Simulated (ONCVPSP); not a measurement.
Potentials for Te (Z = 52) compared

Generated with ld1.x 7.5 (TM, RRKJ, ultrasoft, PAW), atompaw 4.2 or ONCVPSP 4.0.1. The cutoff is in Ry: for ld1.x and atompaw files where the sum of valence levels is converged to 10 mRy in a Bessel basis, for ONCV files where the hardest occupied wave has 1 mHa per electron of residual kinetic energy. The error is the largest all-electron minus pseudo excitation energy over each file’s own four to seven test configurations (ionisations up to +4, promotions, holes and added fractions of an electron), all of which were solved. The labels leave out finer settings (local radius, basis sizes, second energies), which also bear on the numbers. Spin-polarised tests are not counted. The rows are a selection from randomly drawn settings: files with unsolved tests, undetermined cutoffs or missed reference levels are left out.

A true bound ghost makes a file unfit for plane-wave use even where its test errors are small: the radial tests pick states by their node count and pass the ghost by.

```tsv
potential	cutoff (Ry)	largest error (meV)	bound ghosts
ONCV, PBE, scalar-relativistic, rc 1.20/1.35/1.15 (spd), local smoothed, core correction yes, reference 4s2 4p6 4d10 5s2 5p4, qcut 11.3/11.3/13, projectors 2/2/1	107	-14	none
ONCV, PBEsol, scalar-relativistic, rc 0.95/1.30/0.95 (spd), local d, core correction no, reference 4s2 4p6 4d10 5s2 5p2.5, qcut 10.3/10/9.9, projectors 2/2/0	110	+3.9	none
ONCV, PBE, scalar-relativistic, rc 1.10/1.30/1.00 (spd), local smoothed, core correction yes, reference 4s2 4p6 4d10 5s2 5p3.5, qcut 11.4/9.7/10.8, projectors 2/2/2	105	-93	s
ONCV, LDA (Perdew-Wang 92), fully relativistic, rc 1.85/2.20 (sp), local s, core correction yes, reference 5s1 5p5, qcut 3.9/4.1, projectors 0/2	15	-4.2	none
ONCV, PBE, scalar-relativistic, rc 1.80/2.35 (sp), local smoothed, core correction yes, reference 5s2 5p4, qcut 3/4.2, projectors 2/3	32	-542	s
ONCV, PBEsol, scalar-relativistic, rc 1.40/1.25/1.45 (spd), local smoothed, core correction yes, reference 4s2 4p6 4d10 5s2 5p4, qcut 11.2/8.9/9, projectors 2/2/3	72	-189	none
```

Task: Fill in the row for Te: ONCV, PBEsol, scalar-relativistic, rc 1.75/2.15/1.05/2.20 (spdf), local smoothed, core correction no, reference 4d10 5s2 5p3, qcut 3.4/4/8.5/5.3, projectors 2/1/1/2.

Result: cutoff 331 Ry, largest error +4.4 meV, bound ghosts: s, p.
